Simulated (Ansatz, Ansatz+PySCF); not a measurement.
```yaml
atoms:
  - { symbol: Ni, position_ang: [0.0000, 0.0000, 0.0000] }
  - { symbol: N, position_ang: [0.0000, 0.0000, 1.6200] }
```

Basis set: def2-SVP (spherical functions). Charge 0, multiplicity 2.

Computed with Ansatz (development build ahead of 0.2.0); each method stands on the lowest determinant of its kind that the runs found. Restricted functionals stand beside restricted open-shell atoms, which can lie above the unrestricted atoms usual in DFT and then raise those values.

The atomization energy at this shape (free ground-state atoms in the same class of orbitals less the molecule, no zero-point energy) of doublet NiN:

```csv
method,atomization energy
PBE0 (unrestricted),167.5 kJ/mol
UHF,-207.6 kJ/mol
ROHF,-520.4 kJ/mol
```

What does PBE0 (restricted open-shell) give?

122.3 kJ/mol. Caution: another spin multiplicity may lie lower. Caution for PBE0 (unrestricted), UHF: the unrestricted determinant is a mixture of spin states. Caution for UHF, ROHF: the molecule lies well above its atoms at this level. Caution for ROHF: an unrestricted determinant lies well below.
